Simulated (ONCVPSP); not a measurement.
Building the ONCV potential for Pr (PW91, fully relativistic).

```json
{
  "Element": "praseodymium (Pr)",
  "Generator": "ONCVPSP 4.0.1",
  "Type": "optimised norm-conserving Vanderbilt (ONCV)",
  "Functional": "PW91",
  "Relativity": "fully relativistic",
  "Frozen core": "[Kr] 4d10",
  "Valence charge": "13",
  "Reference configuration": "4f3 5s2 5p6 6s1.75 6p0.25",
  "Partial waves": "5s+6s: rc 2.90 bohr, ncon 4, nbas 8, qcut 4.3 1/bohr, 2 projectors; 5p+6p: rc 2.45 bohr, ncon 3, nbas 6, qcut 6.9 1/bohr, 2 projectors; d scattering state at 0.44 Ha: rc 2.25 bohr, ncon 4, nbas 9, qcut 4.3 1/bohr, 3 projectors, debl 0.8 Ha; 4f: rc 1.10 bohr, ncon 4, nbas 8, qcut 17.7 1/bohr, 1 projector",
  "Local potential": "polynomial inside 1.00 bohr (lpopt 5, dvloc0 4 Ha)",
  "Core correction": "none"
}
```

Open shells are filled in proportion to 2j + 1.

In the d channel the program set the typed energies aside and used 0.050, 0.850, 1.650 Ha (j = l + 1/2; the other j can differ).

Poles of the logarithmic derivatives, all-electron (AE) and pseudo (PS). s: poles at -1.4, 1.5 (AE) and -1.4, 1.5, 4.3 (PS) Ha. p3/2: poles at -0.4, 3.9 (AE) and -0.4, 1.6, 3.9 (PS) Ha. p1/2: poles at -0.6, 3.6 (AE) and -0.6, 2.2, 3.7 (PS) Ha. d5/2: poles at 1.2 (AE) and 1.2 (PS) Ha. d3/2: poles at 1.2 (AE) and 1.2 (PS) Ha. f7/2: poles at 1.9 (AE) and 2.0 (PS) Ha. f5/2: poles at 1.8 (AE) and 1.9 (PS) Ha. Test radii: s 2.95, p3/2 2.49, p1/2 2.49, d5/2 2.28, d3/2 2.28, f7/2 1.12, f5/2 1.12 bohr.

- Cutoffs needed: 119 Ha and 400 Ha (the cutoffs (Ha) at which the residual kinetic energy of the hardest occupied pseudo-wave falls to 1 and 0.1 mHa per electron)
- Ghost test: ghosts flagged at negative energy: s at -119.3 eV; GHOST(+) flagged for p3/2 at 44.6 eV, p1/2 at 61.0 eV, d5/2 at 158.8 eV; a true bound ghost makes a file unfit for plane-wave use
- Configuration tests: tests left out (the all-electron energies of this program are off by 10 to 40 meV for near-neutral 4f atoms)
